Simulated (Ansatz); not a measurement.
One change: `C[Si](O)(O)F` becomes `N[Si](O)(O)F`.

Ansatz, PBE0-D4/def2-TZVP geometries, multiplicity 1. Each molecule was computed in one conformer, which needn't be the lowest.

```csv
property,`C[Si](O)(O)F`
HOMO–LUMO gap (B3LYP/def2-TZVPP) / eV,9.18
LUMO energy (PBE0/def2-TZVPP) / eV,0.65
HOMO–LUMO gap (PBE0/def2-TZVPP) / eV,9.82
LUMO energy (B3LYP/def2-TZVPP) / eV,0.25
size of the dipole moment (PBE/def2-TZVPP) / D,1.13
HOMO energy (B3LYP/def2-TZVPP) / eV,-8.94
```

What does the change do to each property? (An estimate is asked.)

Ansatz gave: 
| property | `N[Si](O)(O)F` | shift |
| --- | --- | --- |
| HOMO–LUMO gap (B3LYP/def2-TZVPP) / eV | 7.88 | -1.30 |
| LUMO energy (PBE0/def2-TZVPP) / eV | 0.54 | -0.11 |
| HOMO–LUMO gap (PBE0/def2-TZVPP) / eV | 8.54 | -1.28 |
| LUMO energy (B3LYP/def2-TZVPP) / eV | 0.14 | -0.11 |
| size of the dipole moment (PBE/def2-TZVPP) / D | 1.66 | 0.53 |
| HOMO energy (B3LYP/def2-TZVPP) / eV | -7.73 | 1.21 |

With PBE0 the HOMO rises by 1.18 eV and the LUMO falls by 0.11 eV, so the gap narrows by about 1.29 eV. PBE moves the HOMO by 1.11 eV and ωB97M-V by 1.11 eV. The zero-point energy changes by -26.1 kJ/mol with -3 modes. Dipoles are sizes alone; their direction can turn.

B3LYP here is the variant with VWN-RPA as its local correlation; programs differ in this.
